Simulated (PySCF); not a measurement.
## Spin-orbit coupling and the electron affinity along the 3d series

Two-component X2C-1e calculated with PySCF 2.14: MP2 on generalised Hartree-Fock spinors (GMP2), with spin-orbit coupling off and on (screened by Boettger's factors); no Breit or QED terms. Values in eV; the references (photodetachment measurements) lie between the lowest levels. Elements whose determinants are no pure J levels are left out.

```
                                                                           element                 configurations  spin-free  with spin-orbit   shift  reference
Fe (x2c-TZVPall-2c with one added diffuse shell each of s, p, d type, [Ne] frozen)    [Ar] 3d7 4s2 → [Ar] 3d6 4s2     -0.149           -0.135   0.015      0.153
Co (x2c-TZVPall-2c with one added diffuse shell each of s, p, d type, [Ne] frozen)    [Ar] 3d8 4s2 → [Ar] 3d7 4s2      0.651            0.638  -0.013      0.662
Ni (x2c-TZVPall-2c with one added diffuse shell each of s, p, d type, [Ne] frozen)    [Ar] 3d9 4s2 → [Ar] 3d8 4s2      1.474            1.424  -0.050      1.157
Cu (x2c-TZVPall-2c with one added diffuse shell each of s, p, d type, [Ne] frozen)  [Ar] 3d10 4s2 → [Ar] 3d10 4s1      0.805            0.805   0.000      1.236
```

The largest shift is at Ni, -0.050 eV, where spin-orbit coupling lowers the species with fewer electrons by more than the one with more (starting occupations 3d3/2^4 3d5/2^5 and 3d3/2^4 3d5/2^4).

What remains against the references is mostly the basis and correlation beyond MP2.
